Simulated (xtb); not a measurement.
C6H15In, singlet, geometry from GFN2-xTB (such geometries of metal compounds can be far from the true shape); GFN0-xTB with ALPB(acetone) (xtb 6.7.1).

The xtb input:
```
$ xtb mol.xyz --gfn 0 --alpb acetone --json

# file mol.xyz
22

In     0.07649762    -0.22200321     0.00693532
C      2.02672712     0.15771225    -1.13545282
C      2.36142183     1.63252338    -1.31068090
H      1.94066758    -0.33083748    -2.11056739
H      2.82357011    -0.35209405    -0.58529438
H      2.45995188     2.12575404    -0.34227827
H      1.58050189     2.14303965    -1.87522276
H      3.30396277     1.75910326    -1.84981189
C     -0.38833693    -2.35436143     0.69839517
C     -1.78872250    -2.44716336     1.28982773
H      0.35867416    -2.65031795     1.44040329
H     -0.28641149    -3.03119926    -0.15454106
H     -2.54125842    -2.18219544     0.54491415
H     -1.89692529    -1.76512216     2.13538012
H     -2.00419206    -3.45898083     1.64236480
C     -1.45686153     1.39454694     0.51776553
C     -1.14581916     2.75242261    -0.09509029
H     -1.50381275     1.47106885     1.60794101
H     -2.43115501     1.03525521     0.17402415
H     -1.10938311     2.68711054    -1.18368891
H     -0.18333376     3.12590196     0.25648098
H     -1.90969286     3.48758859     0.17147927
```

The log (banner, timings and long lists left out):

```
   ID    Z sym.   atoms
    1   49 In     1
    2    6 C      2, 3, 9, 10, 16, 17
    3    1 H      4-8, 11-15, 18-22

           -------------------------------------------------
          |                Calculation Setup                |
           -------------------------------------------------

           -------------------------------------------------
          |                 G F N 0 - x T B                 |
           -------------------------------------------------

      * Solvation model:               ALPB
        Solvent                        acetone
        Parameter file                 internal GFN-FF/ALPB
        Dielectric constant                2.0700E+01
        Reference state                gsolv [1 M gas/solution]
        Free energy shift                  6.0874E-03 Eh       3.8199E+00 kcal/mol
        Temperature                        2.9815E+02 K
        Density                            7.9000E-01 kg/L
        Solvent mass                       5.8080E+01 g/mol
        Interaction kernel             P16
        Born radius scaling (c1)           2.0623E+00
        Born radii integrator          GBOBC
        Born offset                        0.0000E+00 a0       0.0000E+00 AA
        H-bond correction              true
        Ion screening                  false
        Surface tension                    1.0000E-05 Eh       1.5569E+01 dyn/cm
        Grid points                               230 per atom

          ...................................................
          :                      SETUP                      :
          :.................................................:
          :  # basis functions                  64          :
          :  # atomic orbitals                  63          :
          :  # shells                           45          :
          :  # electrons                        42          :
          :  electronic temp.          300.0000000     K    :
          :  accuracy                    1.0000000          :
          :  -> integral cutoff          0.2500000E+02      :
          :  -> integral neglect         0.1000000E-07      :
          ...................................................

         :::::::::::::::::::::::::::::::::::::::::::::::::::::
         ::                     SUMMARY                     ::
         :::::::::::::::::::::::::::::::::::::::::::::::::::::
         :: total energy             -22.264268447528 Eh    ::
         :: total w/o Gsasa/hb       -22.250650622406 Eh    ::
         :: gradient norm              0.009213635199 Eh/a0 ::
         :: HOMO-LUMO gap              2.675605136284 eV    ::
         ::.................................................::
         :: H0 energy                -22.516260721865 Eh    ::
         :: repulsion energy           0.325226453887 Eh    ::
         :: electrostat energy        -0.067229345291 Eh    ::
         :: -> Gsolv                   0.000000000000 Eh    ::
         ::    -> Gsasa               -0.019705247776 Eh    ::
         ::    -> Gshift               0.006087422655 Eh    ::
         :: dispersion energy         -0.006004834259 Eh    ::
         :: short-range corr.          0.000000000000 Eh    ::
         :: add. restraining           0.000000000000 Eh    ::
         :: total charge              -0.000000000000 e     ::
         :::::::::::::::::::::::::::::::::::::::::::::::::::::

           -------------------------------------------------
          |                Property Printout                |
           -------------------------------------------------

    * Orbital Energies and Occupations

         #    Occupation            Energy/Eh            Energy/eV
      -------------------------------------------------------------
         1        2.0000           -0.6308463             -17.1662
       ...           ...                  ...                  ...
         9        2.0000           -0.5502548             -14.9732
        10        2.0000           -0.5372075             -14.6182
        11        2.0000           -0.5349437             -14.5566
        12        2.0000           -0.5323498             -14.4860
        13        2.0000           -0.5062035             -13.7745
        14        2.0000           -0.5048377             -13.7373
        15        2.0000           -0.5044611             -13.7271
        16        2.0000           -0.4990614             -13.5802
        17        2.0000           -0.4986947             -13.5702
        18        2.0000           -0.4969337             -13.5223
        19        2.0000           -0.4927732             -13.4090
        20        2.0000           -0.4026788             -10.9574
        21        2.0000           -0.4018248             -10.9342 (HOMO)
        22                         -0.3034982              -8.2586 (LUMO)
        23                         -0.1776825              -4.8350
        24                         -0.1751318              -4.7656
        25                         -0.1710830              -4.6554
        26                         -0.1561580              -4.2493
        27                         -0.1337616              -3.6398
        28                         -0.1301563              -3.5417
        29                         -0.1285950              -3.4992
        30                         -0.1258830              -3.4255
        31                         -0.1163912              -3.1672
        32                         -0.0975071              -2.6533
       ...                                ...                  ...
        63                          1.3567545              36.9192
      -------------------------------------------------------------
                  HL-Gap            0.0983267 Eh            2.6756 eV
             Fermi-level            0.0000000 Eh            0.0000 eV

     #   Z          covCN         q      C6AA      α(0)
     1  49 In       2.552     0.336   281.102    31.726
     2   6 C        3.650    -0.312    30.533     8.024
     3   6 C        3.767    -0.347    31.183     8.055
     4   1 H        0.924     0.105     1.739     2.062
     5   1 H        0.924     0.105     1.744     2.065
     6   1 H        0.924     0.111     1.692     2.034
     7   1 H        0.924     0.111     1.688     2.032
     8   1 H        0.924     0.115     1.652     2.010
     9   6 C        3.651    -0.318    30.698     8.045
    10   6 C        3.777    -0.351    31.273     8.064
    11   1 H        0.924     0.107     1.723     2.053
    12   1 H        0.924     0.107     1.721     2.051
    13   1 H        0.924     0.110     1.693     2.035
    14   1 H        0.924     0.110     1.692     2.034
    15   1 H        0.924     0.117     1.641     2.003
    16   6 C        3.652    -0.302    30.262     7.987
    17   6 C        3.768    -0.351    31.286     8.068
    18   1 H        0.924     0.104     1.753     2.070
    19   1 H        0.924     0.104     1.752     2.070
    20   1 H        0.924     0.111     1.687     2.031
    21   1 H        0.924     0.112     1.683     2.029
    22   1 H        0.924     0.116     1.647     2.007

 Mol. C6AA /au·bohr⁶  :       4808.092878
 Mol. C8AA /au·bohr⁸  :     201115.715144
 Mol. α(0) /au        :        110.555490

Wiberg/Mayer (AO) data.
largest (>0.10) Wiberg bond orders for each atom

 ---------------------------------------------------------------------------
     #   Z sym  total        # sym  WBO       # sym  WBO       # sym  WBO
 ---------------------------------------------------------------------------
     1  49 In   1.976 --    16 C    0.579     2 C    0.575     9 C    0.566
     2   6 C    3.854 --     3 C    1.034     4 H    0.960     5 H    0.959
                             1 In   0.575    16 C    0.163     9 C    0.155
     3   6 C    3.979 --     2 C    1.034     7 H    0.974     6 H    0.974
                             8 H    0.974
     4   1 H    0.988 --     2 C    0.960
     5   1 H    0.988 --     2 C    0.959
     6   1 H    0.983 --     3 C    0.974
     7   1 H    0.982 --     3 C    0.974
     8   1 H    0.977 --     3 C    0.974
     9   6 C    3.842 --    10 C    1.035    11 H    0.961    12 H    0.961
                             1 In   0.566    16 C    0.157     2 C    0.155
    10   6 C    3.978 --     9 C    1.035    15 H    0.974    13 H    0.973
                            14 H    0.972
    11   1 H    0.988 --     9 C    0.961
    12   1 H    0.988 --     9 C    0.961
    13   1 H    0.982 --    10 C    0.973
    14   1 H    0.982 --    10 C    0.972
    15   1 H    0.981 --    10 C    0.974
    16   6 C    3.865 --    17 C    1.035    18 H    0.960    19 H    0.960
                             1 In   0.579     2 C    0.163     9 C    0.157
    17   6 C    3.979 --    16 C    1.035    21 H    0.974    20 H    0.974
                            22 H    0.974
    18   1 H    0.989 --    16 C    0.960
    19   1 H    0.989 --    16 C    0.960
    20   1 H    0.982 --    17 C    0.974
    21   1 H    0.982 --    17 C    0.974
    22   1 H    0.977 --    17 C    0.974
 ---------------------------------------------------------------------------

Topologies differ in total number of bonds
Writing topology from bond orders to xtbtopo.mol

 dipole moment from electron density (au)
     X       Y       Z
  -0.0041   0.1597  -0.0345  total (Debye):    0.415

           -------------------------------------------------
          | TOTAL ENERGY              -22.264268447528 Eh   |
          | GRADIENT NORM               0.009213635199 Eh/α |
          | HOMO-LUMO GAP               2.675605136284 eV   |
           -------------------------------------------------

normal termination of xtb
```
